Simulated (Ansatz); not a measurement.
The cluster Zr3O7H2. Total charge 0; singlet. Geometry PBE0-D4/def2-SVP, basis def2-TZVP, Ansatz.

```xyz
12

Zr   -1.2036    1.5163    0.3497
Zr    1.7295    0.3936    0.5388
Zr   -0.4840   -1.3601   -0.7067
O     0.3337    0.5319   -0.9169
O    -1.9085   -0.6790    0.6258
O    -1.8736    3.1005    0.0470
O     0.5120    1.4554    1.5141
O    -2.1993   -0.1537   -0.7169
O     0.7945   -1.5076    0.9709
O     1.6003   -1.6493   -0.2538
H    -0.7818   -2.7452   -1.9385
H     3.4809    1.0973    0.4867
```

```json
{"run": "A", "HOMO (eV)": "-7.05", "LUMO (eV)": "-3.34"}
{"run": "B", "HOMO (eV)": "-8.17", "LUMO (eV)": "-2.71"}
{"run": "C", "HOMO (eV)": "-6.74", "LUMO (eV)": "-3.55"}
{"run": "D", "HOMO (eV)": "-7.16", "LUMO (eV)": "-3.48"}
```

In the def2 sets Zr takes a core potential; there is no spin–orbit coupling. The structure holds 2 bonds between oxygen atoms, so isomers without such links may lie far lower. No other spin state of charge 0 was run. Another isomer (singlet) lies 4.75 eV lower at PBE0-D4/def2-TZVP; other spin states weren't run for this one.

The runs used B97M-V, PBE, PBE0, r2SCAN. Estimate which is which.

A r2SCAN (0 % exact exchange); B PBE0 (25 % exact exchange); C PBE (0 % exact exchange); D B97M-V (0 % exact exchange). Exact exchange lowers occupied and raises empty levels; among semilocal functionals meta-GGAs tend to open the gap a little, and such runs are hard to tell apart. The gap grows from 3.19 eV (PBE) to 5.46 eV (PBE0).
